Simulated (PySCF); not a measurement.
**Ionisation energy of Lu(46+) by level of theory**

Lu(46+) [Ar] 3d7 [3d3/2^4 3d5/2^3, M_J = 9/2] → Lu(47+) [Ar] 3d6 [3d3/2^4 3d5/2^2, M_J = 4], as a difference of total energies. Calculation: PySCF 2.14, in an even-tempered Gaussian basis (16 s from 11 bohr⁻², ratio 2.8; 12 p from 15 bohr⁻², ratio 2.8; 8 d from 15 bohr⁻², ratio 2.8; 3 f from 52 bohr⁻², ratio 3); the two-component X2C-1e Hamiltonian. Correlated levels: [Ne] frozen; the 74 highest virtual spinors dropped. "Screened" scales the spin-orbit matrix elements by Boettger's factors to mimic the two-electron term; Breit and QED terms are absent.

| method | ionisation energy (eV) |
| --- | --- |
| GHF (spin-free) | 3974.6 |
| GMP2 (spin-free) | 3975.5 |
| GHF (screened spin-orbit) | 3961.8 |
| GMP2 (screened spin-orbit) | 3962.0 |

Breit and QED terms and the two-electron picture change are absent.

The spin-free rows relax to the high-spin LS determinant and lack the spin-orbit shift.

The labels give the starting determinants; with spin-orbit coupling the two ends relaxed to ⟨J²⟩ = 24.75, ⟨L²⟩ = 15.77, ⟨S²⟩ = 2.59 and ⟨J²⟩ = 20.01, ⟨L²⟩ = 12.47, ⟨S²⟩ = 3.01.

For comparison: 3960 ± 4 eV (theoretical estimate listed by NIST; NIST Atomic Spectra Database, ionization energies).
